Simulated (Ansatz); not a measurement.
A geometry relaxed with Ansatz (a program for electronic structure) with B3LYP-D3(BJ)/def2-TZVP, charge 0, multiplicity 1:

```xyz
11

F     -0.9659    -1.8640    -0.2182
H      2.1297     1.7018    -0.1425
C      2.0719    -0.5810    -0.3811
C     -0.5962    -0.5392    -0.1129
C     -1.7522     0.3679     0.0984
H     -1.4094     1.3996     0.1749
C      1.7871     0.6850    -0.2175
H     -2.4645     0.3017    -0.7295
H     -2.2919     0.1148     1.0159
C      0.6814    -0.2397    -0.2072
H      2.8100    -1.3470    -0.5360
```

Write the SMILES of this molecule.

`CC(F)=C1C=C1`
